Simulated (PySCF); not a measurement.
**Polarisability and C₆ of Si (silicon, neutral)**

[Ne] 3s2 3p2, high-spin 3P determinant. Computed with PySCF 2.14 in aug-cc-pwCVQZ (10s9p7d5f3g, 134 functions), with no relativity, point nucleus. Coupled (time-dependent) response in atomic units; α is the mean over directions.

| method | mean α (bohr³) | α xx, yy, zz | C₆ (like pair) | S(−4) |
| --- | --- | --- | --- | --- |
| UHF | 38.48 | 32.62, 41.40, 41.40 | 316.0 | 559.4 |
| PBE | 41.73 | 34.06, 45.57, 45.57 | 343.1 | 769.1 |
| PBE0 | 39.83 | 33.08, 43.21, 43.21 | 325.7 | 654.5 |

S(−4) is the Cauchy moment in α(ω) = α(0) + S(−4) ω² + …

Reference α: 37.3 ± 0.7 bohr³ (recommended; Schwerdtfeger and Nagle, table of static dipole polarizabilities (2023 update)). Published C₆: 305.0 (Chu and Dalgarno (2004); Tang, Norbeck and Certain (1976)).

α(iu) at PBE:

| u (hartree) | α(iu) (bohr³) |
| --- | --- |
| 0 | 41.73 |
| 0.0500 | 39.92 |
| 0.100 | 35.58 |
| 0.200 | 25.74 |
| 0.300 | 18.26 |
| 0.500 | 9.878 |
| 0.750 | 5.379 |
| 1.00 | 3.357 |
| 1.50 | 1.692 |
| 2.00 | 1.046 |
| 3.00 | 0.5451 |
| 5.00 | 0.2500 |

The components differ because the open shell of this determinant is not spherical; for a pure term their mean is the scalar polarisability.
